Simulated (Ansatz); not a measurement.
The cluster B₅⁺. Charge 1, multiplicity 1. Geometry B3LYP-D4/def2-SVP, basis def2-TZVP, Ansatz.

```xyz
5

B     1.4004   -0.0894   -0.9713
B    -1.4048    0.0914    0.9649
B    -1.0490   -1.3106    0.3075
B     0.0070   -0.0031    0.0104
B     1.0464    1.3118   -0.3115
```

```json
{"run": "A", "HOMO (eV)": "-15.13", "LUMO (eV)": "-8.39"}
{"run": "B", "HOMO (eV)": "-12.82", "LUMO (eV)": "-11.32"}
{"run": "C", "HOMO (eV)": "-13.09", "LUMO (eV)": "-10.98"}
{"run": "D", "HOMO (eV)": "-12.65", "LUMO (eV)": "-11.38"}
{"run": "E", "HOMO (eV)": "-13.38", "LUMO (eV)": "-10.52"}
```

Another isomer (singlet) lies 4.29 eV lower at PBE0-D4/def2-TZVP; other spin states weren't run for this one.

**Question.** The runs used PBE, PBE0, r2SCAN, r2SCANh, ωB97X-V. Estimate which is which.

**Answer.** A ωB97X-V (range-separated); B r2SCAN (0 % exact exchange); C r2SCANh (10 % exact exchange); D PBE (0 % exact exchange); E PBE0 (25 % exact exchange). Exact exchange lowers occupied and raises empty levels; among semilocal functionals meta-GGAs tend to open the gap a little, and such runs are hard to tell apart. The gap grows from 1.27 eV (PBE) to 6.74 eV (ωB97X-V). The restricted singlet is unstable towards broken spin symmetry in Hartree–Fock (as tested in another run); at ωB97X-V/def2-TZVP, r2SCAN-D4/def2-TZVP, r2SCANh-D4/def2-TZVP, PBE-D4/def2-TZVP and others this wasn't settled.
